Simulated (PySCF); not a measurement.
C₂H₄ClFOSi, SMILES [Si@@H](F)(CC=O)Cl.

The structure is a stationary point at PBE0-D3(BJ)/def2-SVP. The structure was generated by enumeration; whether it is a known compound was not checked. The values are those of a single conformer.

Two levels are set side by side: PBE/def2-TZVP (PySCF) and M06-2X/def2-TZVP (PySCF). Same geometry, gas phase. Differences are taken from unrounded values.

```csv
quantity,M06-2X,PBE,PBE minus M06-2X
orbital gap (eV),9.26,3.87,-5.39
highest occupied level (eV),-9.46,-6.22,3.24
lowest empty level (eV),-0.20,-2.35,-2.15
dipole moment (D),1.37,1.36,-0.01
mean polarisability (bohr³),59.2,62.9,3.7
```

PBE's occupied levels lie high since its potential decays too fast outside the molecule; exact exchange lowers them and widens the gap. Loosely held outer electrons make PBE densities more polarisable. Differences between two approximate levels are no errors against the true value.

Rough cost on one machine, each run with all the roots and properties that it gave: M06-2X against PBE about 3 times.
